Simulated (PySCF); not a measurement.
Gas-phase reaction: SnBr4 ⇌ SnBr2 + Br2

Computed with PySCF and rigid-rotor harmonic-oscillator thermochemistry at 1 bar. † marks an energy on the PBE0/def2-TZVP geometry and frequencies; other levels use their own. All species are closed-shell singlets. B3LYP is the form with VWN-RPA correlation. Sn: scalar-relativistic def2 core potential, no spin-orbit coupling. Br: all electrons, no relativistic terms.

```tsv
level	ΔH°(298 K), kJ
B3LYP/def2-TZVP†	189
BLYP/def2-TZVP†	(withheld)
PBE/def2-SVP	(withheld)
PBE0/def2-QZVP†	225
PBE0/def2-TZVP	226
```

Problem. What belongs in the gaps?

Solution. 
- BLYP/def2-TZVP†, ΔH°(298 K), kJ: 160
- PBE/def2-SVP, ΔH°(298 K), kJ: 202
